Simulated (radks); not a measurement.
Values are calculated unless marked as measured or tabulated.
Excited configurations of Sn I: one electron is placed in a higher orbital outside [Kr] 4d10 5s2 5p1. The ground configuration is [Kr] 4d10 5s2 5p2. Level of theory: Dirac Kohn-Sham, LDA (Slater exchange, Perdew-Wang correlation), spin-unpolarised, spherical densities, finite nucleus; open shells are shared between the two j in proportion to 2j + 1; Fermi nuclear charge, rms radius 4.6519 fm (a radial shooting solver on a logarithmic mesh with Libxc functionals). Excitation = E - E(ground); binding = E(ion) - E, where the ion is the core of charge +1; n* = 1/sqrt(2 binding) in atomic units, and the quantum defect is n - n*. Eigenvalue and <r> are those of j = l + 1/2.

outer orbital  excitation (eV)  binding (eV)     n*  <r> (bohr)
4f                       6.189         0.917  3.851       17.28
5d                       5.234         1.872  2.696       8.289
5f                       6.469         0.637  4.623       29.17
6s                       3.987         3.119  2.089       7.004
6p                       4.993         2.113  2.537       9.421
6d                       5.958         1.148  3.442       16.45
6f                       6.644         0.462  5.428       43.67
7s                       5.580         1.526  2.986       14.41
7p                       5.939         1.167  3.414       18.05
7d                       6.363         0.743  4.280       27.54
7f                       6.757         0.349  6.245       60.80

The Delta-SCF ionisation energy is 7.106 eV (NIST Atomic Spectra Database: 7.344 eV, measured). Self-interaction in the functional shifts the binding energies and quantum defects, so they are the method's values and not measured ones. Spin polarisation and multiplet splitting are left out, so open shells lie too high by an amount that depends on their filling. Sharing an open shell by 2j + 1 raises it above the true ground level by a part of the spin-orbit splitting, which enters the differences from NIST.

Beside tabulated values, note that spin-unpolarised runs miss the spin-polarisation part of the exchange energy of open shells.
